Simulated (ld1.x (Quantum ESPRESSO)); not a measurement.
**Configuration tests for Lu (PAW)**

```
Element                 : Lu
Generator               : ld1.x (Quantum ESPRESSO) 7.5
Type                    : PAW
Functional              : PBE
Relativity              : scalar-relativistic
Frozen core             : [Xe]
Valence charge          : 17
Reference configuration : 4f14 5d1 6s2 6p0
Partial waves           : 6s (bound): rcut 2.70, rcutus 3.45 bohr; 6s channel at 1.05 Ry: rcut 2.70, rcutus 3.45 bohr; 6p (bound, empty): rcut 3.15, rcutus 3.95 bohr; 6p channel at 1.1 Ry: rcut 3.15, rcutus 3.95 bohr; 5d (bound): rcut 2.55, rcutus 2.85 bohr; 5d channel at 2 Ry: rcut 2.55, rcutus 2.85 bohr; 4f (bound): rcut 0.55, rcutus 0.70 bohr; 4f channel at 1.15 Ry: rcut 0.55, rcutus 0.70 bohr
Local potential         : all-electron potential smoothed inside 3.10 bohr (lloc = -2)
Core correction         : Bessel-smoothed model core inside 0.40 bohr
Augmentation charge     : GAUSS, radius 0.50 bohr
```

Energies are relative to the spin-unpolarised reference configuration 4f14 5d1 6s2 6p0; without spin polarisation the order of configurations can differ from experiment.

```json
{"valence configuration": "4f14 5d1 6s1 6p0", "charge": "+1", "ΔE all-electron (eV)": "7.365", "error AE − PS (meV)": "+10"}
{"valence configuration": "4f14 5d1 6s0 6p0", "charge": "+2", "ΔE all-electron (eV)": "20.644", "error AE − PS (meV)": "+14"}
{"valence configuration": "4f14 5d0 6s0 6p0", "charge": "+3", "ΔE all-electron (eV)": "40.601", "error AE − PS (meV)": "-270"}
{"valence configuration": "4f14 5d1 6s0 6p1", "charge": "+1", "ΔE all-electron (eV)": "11.612", "error AE − PS (meV)": "+10"}
{"valence configuration": "4f14 5d2 6s0 6p0", "charge": "+1", "ΔE all-electron (eV)": "9.892", "error AE − PS (meV)": "+51"}
{"valence configuration": "4f13 5d2 6s1 6p0", "charge": "+1", "ΔE all-electron (eV)": "18.773", "error AE − PS (meV)": "-679"}
```

**Question.** What are ΔE and the potential's error for 4f13 5d2 6s2 6p0?

**Answer.** ΔE = 10.924 eV all-electron; the error (AE − PS) is -750 meV.

Levels in the configuration 4f13 5d2 6s1 6p0:

```csv
level,all-electron (eV),pseudo (eV)
4f,-23.663,-25.646
5d,-9.282,-9.626
6s,-10.817,-10.722
```
